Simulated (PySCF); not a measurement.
Does the answer move with the share of exact exchange?

Compound: C4H8Si.
InChI=1S/C4H8Si/c1-3-2-4(3)5/h2-3H,1,5H3/t3-/m1/s1

PySCF, pcSseg-2 basis, density fitting, gas phase, PBE0-D3(BJ)/def2-SVP geometry. One functional is left out:

```
functional  exact exchange (%)  HOMO energy (eV)  LUMO energy (eV)  dipole moment (D)
     B97-D                   0             -6.13             -1.52              0.554
      BLYP                   0             -6.04             -1.49              0.542
      BP86                   0             -6.27             -1.71              0.550
       LDA                   0             -6.32             -1.85              0.495
      OPBE                   0             -6.17             -1.54              0.560
       PBE                   0             -6.19             -1.64              0.545
     B3LYP                  20             -7.07             -0.85              0.542
     B97-2                  21             -7.04             -0.68              0.556
      PBE0                  25             -7.28             -0.65              0.550
 BHandHLYP                  50             -8.23              0.45              0.549
```

Predict the row of mPW1PW91 (25 % exact exchange) by straight lines through the other rows, and check it.

```tsv
property	line	computed	computed − line	PBE0 (25 %), for comparison
HOMO energy (eV)	-7.23	-7.30	-0.07	-7.28
LUMO energy (eV)	-0.60	-0.65	-0.05	-0.65
dipole moment (D)	0.547	0.555	+0.008	0.550
```

Which of these properties follows the share of exact exchange most closely, and which least?

Most closely the HOMO energy, least the dipole moment; the correlations over the tabulated rows are HOMO energy -0.994, LUMO energy 0.988, dipole moment 0.206. The HOMO energy moves by -0.414 eV for every 10 %. Functionals with the same share still differ in their other parts: at 0 % BLYP and LDA differ by 0.28 eV in it.
